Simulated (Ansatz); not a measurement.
Mulliken charges of `[CH3][GeH]([Cl])[CH]=O` from PBE/def2-TZVPP in Ansatz (PBE0-D4/def2-TZVP geometry).

```csv
atom,x (Å),y (Å),z (Å),charge (e)
C1,-1.129,-1.001,-0.184,-0.356
Ge2,0.441,-0.138,0.553,0.375
Cl3,2.195,-1.340,0.147,-0.317
C4,0.779,1.616,-0.361,0.043
O5,-0.135,2.333,-0.664,-0.180
H6,-1.976,-0.317,-0.114,0.125
H7,-0.954,-1.246,-1.231,0.120
H8,-1.352,-1.913,0.368,0.121
H9,0.384,0.052,2.079,0.003
H10,1.831,1.902,-0.590,0.065
```

By hand: the dipole of these point charges (1 e Å = 4.8032 D).

Σ q r = (-0.476, 0.082, 0.181) e Å, of length 0.516 e Å = 2.48 D.

How does the dipole of the full density compare? (An estimate is asked.)

The calculation gave: (-0.189, -0.092, 0.103) e Å, 1.12 D; the point charges give 2.21 times that, at 33° from its direction.

Point charges leave out the atoms' own dipoles, such as those of lone pairs, and Mulliken's split depends on the basis, so the two needn't agree.
